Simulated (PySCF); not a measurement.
**K¹⁸⁺ (potassium, charge +18) across methods**

1s1, 2S determinant. Calculation: PySCF 2.14, in an uncontracted even-tempered set (17 s from 14 bohr⁻², ratio 2.2; 7 p from 21 bohr⁻², ratio 2.4; 4 d from 63 bohr⁻², ratio 2.4; 3 f from 94 bohr⁻², ratio 2.4; 3 g from 140 bohr⁻², ratio 2.4); the spin-free X2C one-electron Hamiltonian (Gaussian nucleus).

```
method  E (hartree)  mean ε 1s α (eV)  Σ⟨r²⟩ (bohr²)   ⟨S²⟩
   PBE     -181.266           -4813.2       0.008212  0.750
   M06     -181.376           -4843.1       0.008200  0.750
revPBE     -181.353           -4814.5       0.008208  0.750
r2SCAN     -181.380           -4827.6       0.008191  0.750
   UHF   -181.37544           -4935.5       0.008178  0.750
  PBE0     -181.294           -4843.8       0.008203  0.750
   LDA     -180.585           -4797.9       0.008239  0.750
```

For one electron the Hartree and exchange-correlation energies should cancel; what remains is the self-interaction error.
